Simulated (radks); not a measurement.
Results of a calculation; reference values are marked as such.
Problem. These are the eigenvalues of the occupied orbitals of an atom or ion with whole-number occupations (eV). Code: a radial shooting solver on a logarithmic mesh with Libxc functionals. Model: Dirac Kohn-Sham, PBE, spin-unpolarised, spherical densities, finite nucleus; Fermi nuclear charge, rms radius of each element as measured or else 0.836 A^(1/3) + 0.57 fm.

| orbital | eigenvalue |
|---|---|
| 1s1/2 | -85425.29 |
| 2s1/2 | -17106.05 |
| 2p1/2 | -16522.30 |
| 2p3/2 | -14569.53 |
| 3s1/2 | -5790.263 |
| 3p1/2 | -5532.795 |
| 3p3/2 | -5083.926 |
| 3d3/2 | -4667.194 |
| 3d5/2 | -4569.709 |
| 4s1/2 | -2771.880 |
| 4p1/2 | -2660.030 |
| 4p3/2 | -2510.844 |

Which element is it, and in what charge state? The configuration may be excited. Open shells, if any, fill j = l - 1/2 first.

Solution. Z = 80, mercury, charge +47: Hg47+ in [Ar] 3d10 4s2 4p3. The list shows which subshells hold electrons but not how many an open one holds; the 1s level, -3139.3 hartree, gives Z - s = 79.2 by -(Z - s)^2/2, which with screening and relativity narrows Z to a few neighbours, and the depths of the outer levels then fix element, charge and occupations together.
